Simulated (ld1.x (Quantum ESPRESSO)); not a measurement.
W, TM: configuration errors across variants

ld1.x (Quantum ESPRESSO) 7.5 input, shortened:

```
&input
   title='W', zed=74., rel=1, dft='REVPBE', iswitch=3,
   config='[Xe] 4f14 5d4 6s2 6p0'
 /
 &inputp
   pseudotype=2, tm=.true., lloc=-1, rcloc=2.20,
   nlcc=.true., new_core_ps=.true.
 /
3
6S  1  0   2.00   0.00  2.65  2.65  0.0
6P  2  1   0.00   0.00  3.40  3.40  0.0
5D  3  2   4.00   0.00  2.10  2.10  0.0
 &test
   configts(1)='5d4 6s2 6p0'
 /
```

All-electron excitation energies from the reference (eV): (1) 5d4 6s1 6p0 8.805; (2) 5d4 6s0 6p0 24.347; (3) 5d3 6s0 6p0 49.626; (4) 5d5 6s0 6p0 9.575; (5) 5d5 6s1 6p0 1.527; (6) 5d2 6s0 6p0 86.732; (7) 5d4.5 6s1.5 6p0 0.690.

A true bound ghost makes a file unfit for plane-wave use even where its test errors are small: the radial tests pick states by their node count and pass the ghost by.

Errors AE − PS in meV (a dash: test not solved or not reliable):

| change | (1) | (2) | (3) | (4) | (5) | (6) | (7) | bound ghosts |
| --- | --- | --- | --- | --- | --- | --- | --- | --- |
| base | -14 | -59 | -139 | -126 | -58 | -595 | -17 | s |
| local potential all-electron potential smoothed inside 1.88 bohr (lloc = -1) | -13 | -59 | -131 | -124 | -53 | -572 | -16 | s, p |
| local potential all-electron potential smoothed inside 2.26 bohr (lloc = -1) | -14 | -59 | -140 | -127 | -60 | -599 | -18 | s |
| local potential all-electron potential smoothed inside 2.64 bohr (lloc = -1) | -12 | -60 | -157 | -130 | -55 | -640 | -16 | none |
| local potential all-electron potential smoothed inside 2.96 bohr (lloc = -1) | -13 | -63 | -178 | -132 | -60 | -688 | -17 | none |
| local potential all-electron potential smoothed inside 3.46 bohr (lloc = -1) | -14 | -68 | -214 | -135 | -65 | -761 | -19 | none |
| local potential all-electron potential smoothed inside 3.92 bohr (lloc = -1) | -15 | -70 | -227 | -136 | -67 | -787 | -19 | none |

(1) Give the same row for: local potential all-electron potential smoothed inside 1.32 bohr (lloc = -1).

Answers

(1) -12, -59, -131, -124, -51, -571, -15; bound ghosts: s, p.
